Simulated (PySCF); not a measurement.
O2Si2, SMILES o1[si]2o[si]1=2. Atoms are numbered in the order given.

```xyz
4

Si     0.0000     0.0000     1.2534
Si     0.0000     0.0000    -1.2534
O      0.0000    -1.1801     0.0000
O      0.0000     1.1801     0.0000
```
Charge 0, spin multiplicity 1.

The structure is a stationary point at B3LYP-D3(BJ)/def2-SVP.

Two levels are set side by side: PBE/pcJ-1 (PySCF) and B3LYP/pcJ-1 (PySCF). One-bond couplings, all four terms, same geometry. Isotopes: 17O, 29Si. Differences are taken from unrounded values.

```csv
quantity,PBE
"¹J(Si1,Si2) (Hz)",9.0
```

### Question
These are the PBE values. What does B3LYP give? (The exact figures need the calculation; the answer reports its results.)

### Answer

```
quantity          B3LYP  PBE minus B3LYP
----------------  -----  ---------------
¹J(Si1,Si2) (Hz)    9.2             -0.2
```

Rough cost on one machine, each run with all the roots and properties that it gave: B3LYP against PBE within a factor of 2.
